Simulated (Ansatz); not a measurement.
Compare A (`FC[SiH]([SiH3])S`) with its isomer B (`CS[SiH](F)[SiH3]`).

Calculated with Ansatz (gas phase, PBE0-D4/def2-TZVP geometries, no zero-point term in ΔE). CCSD(T)/CBS adds triple-zeta CCSD(T) − MP2 to the extrapolated MP2 energy (def2 sets, frozen cores). Functionals use def2-TZVPP. B3LYP here is the variant with VWN-RPA as its local correlation; programs differ in this. Each species was taken in one conformer, which may not be the lowest.

**Question.** Which is lower in electronic energy at CCSD(T)/CBS, and by how much? (Estimate.)

**Answer.** Computed: B, by 197.1 kJ/mol.

**Question.** Give E(B) − E(A) in kJ/mol with PBE0-D4, MP2/def2-TZVPP, HF/def2-TZVPP, PBE-D4, CCSD/def2-TZVPP, B3LYP, r2SCAN-D4. (An estimate is asked.)

**Answer.** The calculation gave: PBE0-D4 -186.2, MP2/def2-TZVPP -202.6, HF/def2-TZVPP -195.9, PBE-D4 -182.5, CCSD/def2-TZVPP -191.8, B3LYP -190.4, r2SCAN-D4 -192.1. None reverses the order clearly.

Largest T1 diagnostic: 0.012.

From PBE to PBE0 (25 % exact exchange), in def2-TZVPP and without D4, E(B) − E(A) moves by −3.8 kJ/mol.
